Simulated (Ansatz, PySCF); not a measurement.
Gas-phase reaction 2 R1 + 2 R2 + 3 R3 → 6 P1 + P2, each structure at its B3LYP-D3(BJ)/def2-SVP stationary point, reached from a drawn start (curvature not checked).
P1, H2 (SMILES [H][H]) (charge 0, multiplicity 1, Z-matrix in Å and degrees):
```
H
H 1 0.7609
```
R1, HCl (SMILES Cl) (charge 0, multiplicity 1):
```xyz
2

Cl     0.000     0.000     0.645
H      0.000     0.000    -0.645
```
R2, NH3 (SMILES N) (charge 0, multiplicity 1):
```xyz
4

N      0.00000    -0.00002     0.30627
H      0.00000     0.93747    -0.10213
H      0.81190    -0.46878    -0.10212
H     -0.81190    -0.46878    -0.10212
```
R3: SiH4 (SMILES [SiH4]), charge 0, multiplicity 1.
P2: Cl2H8N2Si3 (SMILES [SiH3]N[Si](Cl)(Cl)N[SiH3]), charge 0, multiplicity 1.

P less R. No zero-point or thermal terms. One arrangement of each flexible species, with no search for the lowest.

The values were computed with Ansatz (a program for electronic structure) with Gaussian orbitals; PySCF for the D3/D4 terms. Each number belongs to the level named beside it.

Q: What is the computed reaction energy (HF/cc-pV(D+d)Z)?

A: -1.62 eV

Q: What reaction energy does BLYP/def2-TZVPP give?

A: -2.51 eV

Q: Estimate the reaction energy that B3LYP-D4/def2-TZVPP returns for this input.

A: -3.24 eV
